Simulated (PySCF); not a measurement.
# One molecule, a ladder of functionals, a line

Molecule: `InChI=1S/CH8OSSi2/c1-3-5(2)4/h2,5H,1,4H3/t5-/m1/s1`.

Molfile (atoms numbered from 1):
```
CH8OSSi2
     RDKit          3D

 13 12  0  0  0  0  0  0  0  0999 V2000
   -2.2290   -0.1672   -0.6275 C   0  0  0  0  0  0  0  0  0  0  0  0
   -0.9188   -1.4286   -0.5052 S   0  0  0  0  0  0  0  0  0  0  0  0
    0.4496   -0.3614    0.7701 Si  0  0  1  0  0  4  0  0  0  0  0  0
    1.4203   -1.4490    1.5745 O   0  0  0  0  0  0  0  0  0  0  0  0
    1.8503    0.9840   -0.5253 Si  0  0  0  0  0  4  0  0  0  0  0  0
   -2.6142    0.1096    0.3644 H   0  0  0  0  0  0  0  0  0  0  0  0
   -3.0432   -0.6135   -1.2138 H   0  0  0  0  0  0  0  0  0  0  0  0
   -1.8759    0.7327   -1.1509 H   0  0  0  0  0  0  0  0  0  0  0  0
   -0.4049    0.4536    1.6988 H   0  0  0  0  0  0  0  0  0  0  0  0
    0.9616   -2.1145    2.0986 H   0  0  0  0  0  0  0  0  0  0  0  0
    2.6742    0.1220   -1.4253 H   0  0  0  0  0  0  0  0  0  0  0  0
    0.9831    1.8680   -1.3673 H   0  0  0  0  0  0  0  0  0  0  0  0
    2.7514    1.8501    0.2966 H   0  0  0  0  0  0  0  0  0  0  0  0
  1  2  1  0
  2  3  1  0
  3  4  1  0
  3  5  1  0
  1  6  1  0
  1  7  1  0
  1  8  1  0
  3  9  1  1
  4 10  1  0
  5 11  1  0
  5 12  1  0
  5 13  1  0
M  END
```

GIAO shieldings (ppm, equivalent atoms averaged) in PySCF 2.14 on the PBE0-D3(BJ)/def2-SVP geometry, basis pcSseg-1, gas phase, non-relativistic:

| functional | exact exchange (%) | σ(S2) | σ(Si3) | σ(Si5) | σ(O4) |
| --- | --- | --- | --- | --- | --- |
| BLYP | 0 | 618.7 | 301.2 | 438.3 | 278.8 |
| BP86 | 0 | 640.2 | 310.4 | 447.8 | 281.4 |
| PBE | 0 | 641.7 | 311.1 | 450.9 | 281.6 |
| B3LYP | 20 | 649.1 | 316.8 | 447.4 | 288.0 |
| PBE0 | 25 | 677.2 | 330.5 | 461.3 | 292.7 |
| mPW1PW91 | 25 | 674.4 | 329.6 | 457.9 | 292.5 |
| HF | 100 | 745.2 | 383.2 | 487.4 | 311.6 |

Task: Fit each shielding as a line in the percentage of exact exchange.

Result: σ(S2) = 636.5 + 1.12 x (rms 10.2 ppm); σ(Si3) = 307.6 + 0.76 x (rms 4.2 ppm); σ(Si5) = 445.6 + 0.42 x (rms 4.8 ppm); σ(O4) = 282.0 + 0.31 x (rms 2.0 ppm). The functionals also differ in their semilocal parts, which the line can't hold; Hartree–Fock has no correlation at all.

Task: What does the line predict for BHandHLYP (50 %), and what does the run give?

Result: σ(S2): 692.5 predicted, 687.1 computed; σ(Si3): 345.6 predicted, 340.4 computed; σ(Si5): 466.6 predicted, 461.5 computed; σ(O4): 297.5 predicted, 298.6 computed ppm.
